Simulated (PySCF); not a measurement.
Computed properties of (2S)-1-bromo-2-fluoropropane (C3H6BrF), SMILES C[C@H](F)CBr

(2S)-1-bromo-2-fluoropropane (C₃H₆BrF), SMILES [C@H](F)(C)CBr. Geometry optimised at B3LYP-D3(BJ)/def2-SVP. Other conformers were not sampled. All values are computed for the isolated molecule unless a solvent is named; none is compared with measurement here.

**Structure.** All 27 harmonic modes at B3LYP-D3(BJ)/def2-SVP (PySCF) are real, so it is a minimum. With heavy atoms numbered as in [CH3:1][C@H:2]([F:3])[CH2:4][Br:5], the shortest bond between them is C2–F3 at 1.395 Å and the longest C4–Br5 at 1.960 Å.

**Vibrations.** The strongest infrared lines (harmonic, unscaled, degenerate partners summed) lie at 1108 cm⁻¹ (73 km/mol, C 56 %, H 29 %, F 15 %), 1412 cm⁻¹ (33 km/mol, H 62 %, C 37 %), 691 cm⁻¹ (33 km/mol, C 72 %, H 16 %). The softest mode is at 104 cm⁻¹ and the zero-point energy is 54.3 kcal/mol.

**Electronic structure.** B3LYP/def2-TZVP (PySCF) places the frontier levels at -7.91 and -0.57 eV, a gap of 7.34 eV, and gives a dipole moment of 0.53 D and a mean polarisability of 57.2 bohr³. PBE/def2-TZVP (PySCF) at the same geometry gives -6.85 and -1.34 eV, so its gap is 1.83 eV narrower. An orbital gap is neither the optical nor the fundamental gap.

**Excitations.** TDA-ωB97X/def2-SVPD (PySCF) has S1 at 6.28 eV (197 nm, f = 0.000, dark); the most intense of the 10 singlets computed lies at 9.11 eV (f = 0.11). T1 (TDA) is at 5.57 eV, 0.71 eV under S1. TDA-PBE/def2-SVPD (PySCF) puts S1 at 5.73 eV. No vertical singlet excitation falls in the visible range (under 3.1 eV).

**NMR.** GIAO shifts at KT2/pcSseg-1 (PySCF) (non-relativistic, atoms alike by connectivity averaged): ¹³C from 22.1 to 95.4 ppm against TMS; ¹H from 1.7 to 4.9 ppm against TMS; ¹⁹F at -210.4 ppm against CFCl3. Without spin–orbit terms, shifts of atoms bonded to Cl or Br come out too high.

**Solvation.** SMD-ωB97X/def2-SVP (PySCF) gives -1.9 kcal/mol in water, -5.4 kcal/mol in ethylethanoate, -4.9 kcal/mol in dimethylsulfoxide (1 M in both phases, gas-phase geometry); of these solvents ethylethanoate holds the molecule best.
